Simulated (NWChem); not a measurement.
Molecule: 1,1,1,3,3-pentafluoropropane (C$_{3}$H$_{3}$F$_{5}$); SMILES FC(F)CC(F)(F)F

```xyz
11

F     -0.7873    -2.5271    -0.0908
C     -0.0886    -1.4124     0.2806
F      1.2168    -1.5898    -0.0733
C     -0.6733    -0.2067    -0.4394
C     -0.0594     1.1191    -0.0290
F      1.2410     1.2095    -0.3737
F     -0.7137     2.1484    -0.6127
F     -0.1383     1.2939     1.3165
H     -0.1396    -1.3146     1.3891
H     -0.5406    -0.3425    -1.5305
H     -1.7584    -0.1581    -0.2251
```
Atoms are numbered in this order, from 1.

Results from NWChem. Medium grid unless said otherwise, to which SCAN and Minnesota functionals are sensitive. Geometry: optimised at PBE-D3(BJ)/def2-SVP. B3LYP is NWChem's, with the RPA form of VWN correlation. Total energies of different functionals are on different scales.

```csv
level,energy (Ha),highest occupied level (eV),orbital gap (eV),dipole (D)
B3LYP/def2-SVP,-614.8805,-9.74,11.23,1.51
PBE/def2-SVP,-614.2753,-8.08,8.99,1.38
LC-BLYP (range parameter 0.33 per bohr)/def2-SVP,-613.8632,___,___,1.50
CAM-B3LYP/def2-SVP,-614.7137,-11.51,14.27,1.56
HCTH/407/def2-SVP,-614.7403,-8.39,9.08,1.42
MN15/def2-SVP,-614.3130,-10.87,13.53,1.58
TPSSh/def2-SVP,-614.8733,-9.05,10.56,1.50
BLYP/def2-SVP,-614.7873,-7.98,8.93,1.37
```

**Question.** Fill in the missing entries.

**Answer.** 
- LC-BLYP (range parameter 0.33 per bohr)/def2-SVP, highest occupied level (eV): -12.17
- LC-BLYP (range parameter 0.33 per bohr)/def2-SVP, orbital gap (eV): 15.79
